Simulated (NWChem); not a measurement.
Species: dimethoxyethane (C₄H₁₀O₂); SMILES C(COC)OC

```xyz
16

C     -2.7166    -0.1497     0.4697
O     -1.4135     0.3221     0.3515
C     -0.7105    -0.2497    -0.7080
C      0.7105     0.2497    -0.7080
O      1.4135    -0.3221     0.3515
C      2.7166     0.1497     0.4697
H     -3.3207     0.0555    -0.4381
H     -3.1873     0.3615     1.3215
H     -2.7499    -1.2422     0.6555
H     -1.1818     0.0058    -1.6814
H     -0.6999    -1.3567    -0.6297
H      1.1818    -0.0058    -1.6814
H      0.6999     1.3567    -0.6297
H      3.3207    -0.0555    -0.4381
H      2.7499     1.2422     0.6555
H      3.1873    -0.3615     1.3215
```
Atoms are numbered in this order, from 1.

All runs: NWChem. Pople sets run with spherical d functions. Geometry: optimised at PBE0/def2-SVP. Level: PBE0/6-31G* with SMD (1 M gas to 1 M solution), gas-phase geometry.

```json
[
 {"solvent": "water", "dielectric constant": "78.4", "solvation free energy (kcal/mol)": "-3.3", "cavity-dispersion-structure term (kcal/mol)": "___", "dipole in solution (D)": "___"},
 {"solvent": "toluene", "dielectric constant": "2.37", "solvation free energy (kcal/mol)": "-3.4", "cavity-dispersion-structure term (kcal/mol)": "-1.3", "dipole in solution (D)": "1.50"},
 {"solvent": "diethyl ether", "dielectric constant": "4.24", "solvation free energy (kcal/mol)": "-4.3", "cavity-dispersion-structure term (kcal/mol)": "-1.4", "dipole in solution (D)": "1.59"},
 {"solvent": "ethanol", "dielectric constant": "24.9", "solvation free energy (kcal/mol)": "-5.6", "cavity-dispersion-structure term (kcal/mol)": "1.4", "dipole in solution (D)": "1.93"}
]
```

**Question.** Some entries are withheld; supply them.

**Answer.** 
- water, cavity-dispersion-structure term (kcal/mol): 4.5
- water, dipole in solution (D): 2.01
